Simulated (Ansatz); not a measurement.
`OC(F)(F)BF` + H₂ → `BF` + `OC(F)F` at 500 K and 1 bar (hydrogenolysis of a B–C bond).

Program: Ansatz. Geometries: PBE0-D4/def2-TZVP. ΔE: electronic, gas phase. CCSD(T)/CBS adds triple-zeta CCSD(T) − MP2 to the extrapolated MP2 energy (def2 sets, frozen cores). This one scheme is used for every species. Each species was taken in one conformer, which may not be the lowest.

```json
{"species": "`OC(F)(F)BF`", "CCSD(T)/CBS energy (Eh)": "-438.64654", "H − E (kJ/mol)": "151.0", "S (J/(mol·K))": "391.8"}
{"species": "H₂", "CCSD(T)/CBS energy (Eh)": "-1.17544", "H − E (kJ/mol)": "41.0", "S (J/(mol·K))": "145.5"}
{"species": "`BF`", "CCSD(T)/CBS energy (Eh)": "-125.82039", "H − E (kJ/mol)": "77.9", "S (J/(mol·K))": "244.4"}
{"species": "`OC(F)F`", "CCSD(T)/CBS energy (Eh)": "-314.01610", "H − E (kJ/mol)": "125.4", "S (J/(mol·K))": "309.8"}
```

H − E and S are ideal-gas, rigid-rotor, harmonic terms from PBE0-D4/def2-TZVP, for one conformer and one mirror image of each species. For small species the MP2-based limit differs from directly extrapolated CCSD(T) by up to some mEh (0.8 for H₂); such offsets cancel only in part. 1 Eh = 2625.50 kJ/mol, R = 8.31446 J/(mol·K).

Problem. By hand: ΔE, ΔH, ΔS and ΔG.

Solution. ΔE = (-125.82039) + (-314.01610) − (-438.64654) − (-1.17544) = -0.01451 Eh = -38.1 kJ/mol. Δ(H − E) = 77.9 + 125.4 − 151.0 − 41.0 = 11.3, so ΔH = -26.8 kJ/mol. ΔS = 244.4 + 309.8 − 391.8 − 145.5 = 16.9 J/(mol·K). ΔG = -26.8 − 500 × (16.9)/1000 = -35.2 kJ/mol.

Problem. By hand: the equilibrium constant, and the temperature at which ΔG would vanish if ΔH and ΔS stayed fixed.

Solution. log₁₀ K = −ΔG/(RT ln 10) = 3.7. ΔH and −TΔS have one sign here, so there is no such temperature.

ΔH outweighs TΔS. A doubt of 5 kJ/mol in ΔE shifts log₁₀ K by 0.5 here. Other conformers and mirror images would add mixing entropy, several J/(mol·K) or more a flexible species. Modes under 60 cm⁻¹, often nearly free rotors, make the harmonic entropy too high. These are equilibria of isolated gas molecules and say nothing of rates. Largest T1 diagnostic: 0.013 (customary marks: 0.02 for closed shells, 0.045 for open ones).
